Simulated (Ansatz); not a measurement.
C2H9AlSSi, relaxed with RKS PBE-D4/def2-SVP in Ansatz from a rough embedded geometry. The force threshold is 0.03 eV/Å; the program also tests the step.

The species carries charge 0 and has multiplicity 1. The bonds changed during the relaxation, so this is another structure than the one it started from.

Start:

```xyz
14

C     1.268   -0.924    1.946
C     0.519   -0.089    0.994
S    -1.027   -0.940    0.595
Si   -1.698    0.587   -0.863
Al   -0.432    0.562   -2.771
H     2.268   -0.382    2.256
H     1.567   -1.907    1.537
H     0.734   -1.048    2.886
H     1.157    0.014    0.073
H     0.292    0.879    1.432
H    -3.116    0.300   -1.128
H    -1.597    1.882   -0.167
H     0.792   -0.493   -2.871
H    -0.727    1.560   -3.921
```

(1) How much energy does the relaxation release, and in how many steps? (An estimate is asked.)

(2) Which bonds change most? (Best estimate.)

(3) Give the relaxed structure. (Best estimate.)

Results:

(1) Computed: 83.49 kJ/mol, in 33 steps.

(2) The calculation gave: S3–Al5 from 3.734 to 2.463 Å; Si4–Al5 from 2.290 to 2.424 Å; S3–Si4 from 2.216 to 2.319 Å; C1–H6 from 1.179 to 1.109 Å.

(3) Computed: 
```xyz
14

C     1.354   -1.015    1.390
C     0.313    0.054    1.091
S    -1.042   -0.627    0.019
Si   -1.780    1.319   -1.004
Al   -0.167   -0.035   -2.205
H     2.127   -0.605    2.072
H     1.861   -1.350    0.463
H     0.901   -1.900    1.880
H     0.766    0.926    0.576
H    -0.187    0.420    2.010
H    -3.278    1.134   -1.037
H    -1.491    2.357    0.056
H     1.375    0.348   -1.999
H    -0.752   -1.026   -3.311
```
